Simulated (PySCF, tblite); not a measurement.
Isomers of C8H14N2. Method: GFN2-xTB as coded in tblite; computed harmonic values from a numerical Hessian at the method's own geometry, unscaled. This tight-binding method is rough: wavenumbers can miss measured ones by several per cent, in bad cases by 10 to 20. One conformer each.

Electronic energies: PBE0/pcSseg-1 single points on the GFN2-xTB geometries (PySCF, gas phase).

| SMILES | electronic energy, lowest = 0 (kcal/mol) |
| --- | --- |
| Cc1cnn(C(C)(C)C)c1 | 0.0 |
| C[C@H]1C=NN(C2CCC2)C1 | 38.0 |
| CCCCn1ccc(C)n1 | 0.1 |
| C=C[C@@H]1CN(C)N=C1CC | 35.2 |
| C=CC1=NN(C(C)C)CC1 | 28.0 |

How do GFN2-xTB zero-point energies change the relative energies?

```json
{"SMILES": "Cc1cnn(C(C)(C)C)c1", "ZPE (kcal/mol)": "130.1", "of it from modes above 1550 cm⁻¹": "63.5", "electronic (kcal/mol)": "0.0", "with ZPE, lowest = 0 (kcal/mol)": "0.0", "lowest mode (cm⁻¹)": "32", "rings": "1"}
{"SMILES": "CCCCn1ccc(C)n1", "ZPE (kcal/mol)": "130.7", "of it from modes above 1550 cm⁻¹": "62.8", "electronic (kcal/mol)": "0.1", "with ZPE, lowest = 0 (kcal/mol)": "0.7", "lowest mode (cm⁻¹)": "26", "rings": "1"}
{"SMILES": "C=CC1=NN(C(C)C)CC1", "ZPE (kcal/mol)": "129.4", "of it from modes above 1550 cm⁻¹": "65.2", "electronic (kcal/mol)": "28.0", "with ZPE, lowest = 0 (kcal/mol)": "27.3", "lowest mode (cm⁻¹)": "53", "rings": "1"}
{"SMILES": "C=C[C@@H]1CN(C)N=C1CC", "ZPE (kcal/mol)": "129.2", "of it from modes above 1550 cm⁻¹": "65.0", "electronic (kcal/mol)": "35.2", "with ZPE, lowest = 0 (kcal/mol)": "34.4", "lowest mode (cm⁻¹)": "37", "rings": "1"}
{"SMILES": "C[C@H]1C=NN(C2CCC2)C1", "ZPE (kcal/mol)": "131.1", "of it from modes above 1550 cm⁻¹": "62.3", "electronic (kcal/mol)": "38.0", "with ZPE, lowest = 0 (kcal/mol)": "39.1", "lowest mode (cm⁻¹)": "42", "rings": "2"}
```

The zero-point energies span 1.9 kcal/mol, from `C=C[C@@H]1CN(C)N=C1CC` to `C[C@H]1C=NN(C2CCC2)C1`. The order is unchanged.

And how do the electronic energies of GFN2-xTB itself compare?

`Cc1cnn(C(C)(C)C)c1` 0.0; `CCCCn1ccc(C)n1` 3.7; `C=CC1=NN(C(C)C)CC1` 29.8; `C=C[C@@H]1CN(C)N=C1CC` 35.7; `C[C@H]1C=NN(C2CCC2)C1` 26.1 kcal/mol, lowest = 0. Against the energies above, taken from the same isomer `Cc1cnn(C(C)(C)C)c1`, the largest difference is 11.9 kcal/mol.

What do entropy and thermal enthalpy add at 298.15 K and 1 bar (rigid rotor, harmonic oscillator, one conformer each)?

| SMILES | point group | symmetry number | S (cal/(mol K)) | H − H(0) (kcal/mol) | ZPE + H − H(0) − TS (kcal/mol) |
| --- | --- | --- | --- | --- | --- |
| CCCCn1ccc(C)n1 | C1 | 1 | 106.6 | 7.61 | 106.5 |
| C=CC1=NN(C(C)C)CC1 | C1 | 1 | 103.1 | 7.60 | 106.3 |
| C=C[C@@H]1CN(C)N=C1CC | C1 | 1 | 105.7 | 7.73 | 105.4 |
| C[C@H]1C=NN(C2CCC2)C1 | C1 | 1 | 99.3 | 6.84 | 108.4 |

Not tabulated: `Cc1cnn(C(C)(C)C)c1` (point group not settled).
